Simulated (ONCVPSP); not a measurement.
# What the settings do to the ONCV potential of B (Z = 5)

Base potential:

* Element: boron (B)
* Generator: ONCVPSP 4.0.1
* Type: optimised norm-conserving Vanderbilt (ONCV)
* Functional: PBE
* Relativity: scalar-relativistic
* Frozen core: [He]
* Valence charge: 3
* Reference configuration: 2s2 2p1
* Partial waves: 2s: rc 1.35 bohr, ncon 3, nbas 8, qcut 5 1/bohr, 1 projector; 2p: rc 3.70 bohr, ncon 4, nbas 8, qcut 3 1/bohr, 2 projectors, debl 3.5 Ha
* Local potential: polynomial inside 1.05 bohr (lpopt 5, dvloc0 0 Ha)
* Core correction: Teter function, fcfact 3.75, rcfact 1

All-electron outer shells of the reference configuration (PBE, scalar-relativistic, ld1.x):

```tsv
shell	level (eV)	outermost node (bohr)	outermost maximum (bohr)
1s	-180.59	–	0.21
2s	-9.44	0.46	1.52
2p	-3.61	–	1.57
```

Cutoffs, loose and tight: the cutoffs (Ha) at which the residual kinetic energy of the hardest occupied pseudo-wave falls to 1 and 0.1 mHa per electron. They do not see the model core or the augmentation charge, which bear on the density cutoff. Test errors are all-electron minus pseudo excitation energies from the reference, over the configurations 2s2 2p0; 2s1 2p0; 2s2 2p0.5; 2s0 2p3. A dash means not determined; rows that change the core or the reference have their own tests. The largest error is taken over the tests solved by every variant that gives reliable tests at all: 2s1 2p0; 2s2 2p0; 2s2 2p0.5.

| change | outcome | cutoff, loose | cutoff, tight | bound ghosts | GHOST(+) flags above zero | largest test error (meV) |
| --- | --- | --- | --- | --- | --- | --- |
| base | generated | 10 Ha | 24 Ha | none | p | +803 |
| p: rc 2.66 | generated | 13 Ha | 27 Ha | none | p | +403 |
| p: rc 3.02 | generated | 10 Ha | 24 Ha | none | p | +533 |
| p: rc 3.44 | generated | 10 Ha | 24 Ha | none | p | +697 |
| p: rc 3.84 | generated | 10 Ha | 24 Ha | none | p | +860 |
| p: rc 4.18 | generated | 10 Ha | 24 Ha | none | p | +1010 |
| p: rc 4.92 | generated | 10 Ha | 24 Ha | none | p | +1361 |

(1) What comes out with this change to the base: p: rc 5.36?

(2) What comes out with this change to the base: p: rc 4.46?

Results:

(1) outcome: generated; cutoff, loose: 10 Ha; cutoff, tight: 24 Ha; bound ghosts: none; GHOST(+) flags above zero: p; largest test error (meV): +1592.

(2) outcome: generated; cutoff, loose: 10 Ha; cutoff, tight: 24 Ha; bound ghosts: none; GHOST(+) flags above zero: p; largest test error (meV): +1143.

Reading the sweep of the p radius (base included, trends over the rows without a ghost): The loose cutoff stays near 10 Ha. The median size of the test errors (rows with all tests solved) rises from 124.1 meV at 2.66 to 282.5 meV at 3.84 bohr. More of the atom is replaced by a form fitted at one configuration, so other configurations suffer as the radius grows.
